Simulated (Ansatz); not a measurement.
Geometry optimisation, Ansatz 0.2.0, RKS B3LYP-D4/STO-3G.

Input file:

```yaml
crystal:
  periodic: [false, false, false]
  atoms:
    - { symbol: Si, position_ang: [0.0, 0.0, 0.0] }
    - { symbol: H, position_ang: [0.0, 0.0, 1.46] }
    - { symbol: H, position_ang: [1.3768, 0.0, -0.4862] }
    - { symbol: F, position_ang: [-0.7489, 1.2974, -0.5295] }
    - { symbol: O, position_ang: [-0.7913, -1.3709, -0.5594] }
    - { symbol: Si, position_ang: [-1.673, -2.4329, 0.3983] }
    - { symbol: H, position_ang: [-1.2634, -2.287, 1.792] }
    - { symbol: H, position_ang: [-3.0964, -2.1323, 0.2761] }
    - { symbol: H, position_ang: [-1.4264, -3.8036, -0.0398] }
basis:
  gaussian: { orbitals: STO-3G }
hamiltonian:
  xc: b3lyp
  dispersion: d4
relax:
  f_tol: 0.02
  max_steps: 40
```

Launched with:

```bash
$ ansatz run input.yaml --threads 1 --pin off --max-ram 2048MiB --backend cpu --events-out ev --progress --plain --runs-dir out
```

**Question.** Where does it end, and by what steps?

**Answer.** It converged. Limits of this set-up: minimal basis. After 7 steps the energy has fallen by 0.149 eV; O5 moved furthest, 0.58 Å.

```json
{"step": "0", "energy less start (eV)": "0.0000", "largest force component (eV/Å)": "1.840", "accepted": "yes"}
{"step": "1", "energy less start (eV)": "-0.0642", "largest force component (eV/Å)": "0.830", "accepted": "yes"}
{"step": "2", "energy less start (eV)": "-0.0892", "largest force component (eV/Å)": "0.074", "accepted": "yes"}
{"step": "3", "energy less start (eV)": "-0.1149", "largest force component (eV/Å)": "0.291", "accepted": "yes"}
{"step": "4", "energy less start (eV)": "-0.1199", "largest force component (eV/Å)": "0.418", "accepted": "yes"}
{"step": "5", "energy less start (eV)": "-0.1457", "largest force component (eV/Å)": "0.224", "accepted": "yes"}
{"step": "6", "energy less start (eV)": "-0.1432", "largest force component (eV/Å)": "0.309", "accepted": "no"}
{"step": "7", "energy less start (eV)": "-0.1486", "largest force component (eV/Å)": "0.009", "accepted": "yes"}
```

```xyz
9
Properties=species:S:1:pos:R:3
Si 0.053 -0.059 0.045
H 0.258 0.105 1.478
H 1.265 0.275 -0.676
F -1.177 0.925 -0.419
O -0.320 -1.652 -0.368
Si -1.638 -2.401 0.400
H -1.484 -2.415 1.843
H -2.897 -1.747 0.097
H -1.682 -3.760 -0.087
```

The run took 6.3 s on 1 thread of AMD EPYC 9R45 96-Core Processor (Zen 5), on a shared host, peak memory 0.14 GiB.
